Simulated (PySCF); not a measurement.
# Radial density of K (potassium, neutral)

UHF, [Ar] 4s1, 2S determinant. Computed with PySCF 2.14 in x2c-TZVPall (6s4p3d, 33 functions), with scalar relativity by spin-free X2C-1e.

```json
{"r (bohr)": "0.00163", "4πr²ρ (e/bohr)": "0.1760", "4πr²(ρα − ρβ)": "0.0000"}
{"r (bohr)": "0.00274", "4πr²ρ (e/bohr)": "0.4544", "4πr²(ρα − ρβ)": "0.0001"}
{"r (bohr)": "0.00462", "4πr²ρ (e/bohr)": "1.153", "4πr²(ρα − ρβ)": "0.0002"}
{"r (bohr)": "0.00777", "4πr²ρ (e/bohr)": "2.797", "4πr²(ρα − ρβ)": "0.0005"}
{"r (bohr)": "0.0131", "4πr²ρ (e/bohr)": "6.292", "4πr²(ρα − ρβ)": "0.0011"}
{"r (bohr)": "0.0220", "4πr²ρ (e/bohr)": "12.40", "4πr²(ρα − ρβ)": "0.0020"}
{"r (bohr)": "0.0370", "4πr²ρ (e/bohr)": "19.67", "4πr²(ρα − ρβ)": "0.0027"}
{"r (bohr)": "0.0622", "4πr²ρ (e/bohr)": "22.01", "4πr²(ρα − ρβ)": "0.0015"}
{"r (bohr)": "0.105", "4πr²ρ (e/bohr)": "16.92", "4πr²(ρα − ρβ)": "-0.0016"}
{"r (bohr)": "0.176", "4πr²ρ (e/bohr)": "18.01", "4πr²(ρα − ρβ)": "0.0011"}
{"r (bohr)": "0.296", "4πr²ρ (e/bohr)": "22.64", "4πr²(ρα − ρβ)": "0.0061"}
{"r (bohr)": "0.498", "4πr²ρ (e/bohr)": "10.17", "4πr²(ρα − ρβ)": "0.0000"}
{"r (bohr)": "0.837", "4πr²ρ (e/bohr)": "5.631", "4πr²(ρα − ρβ)": "0.0180"}
{"r (bohr)": "1.41", "4πr²ρ (e/bohr)": "5.691", "4πr²(ρα − ρβ)": "-0.0016"}
{"r (bohr)": "2.37", "4πr²ρ (e/bohr)": "1.171", "4πr²(ρα − ρβ)": "0.0669"}
{"r (bohr)": "3.98", "4πr²ρ (e/bohr)": "0.2502", "4πr²(ρα − ρβ)": "0.2209"}
{"r (bohr)": "6.70", "4πr²ρ (e/bohr)": "0.1193", "4πr²(ρα − ρβ)": "0.1193"}
{"r (bohr)": "11.3", "4πr²ρ (e/bohr)": "0.006662", "4πr²(ρα − ρβ)": "0.0067"}
```

Densities and radii are taken from the X2C orbitals without a picture-change correction, which distorts them close to the nucleus.
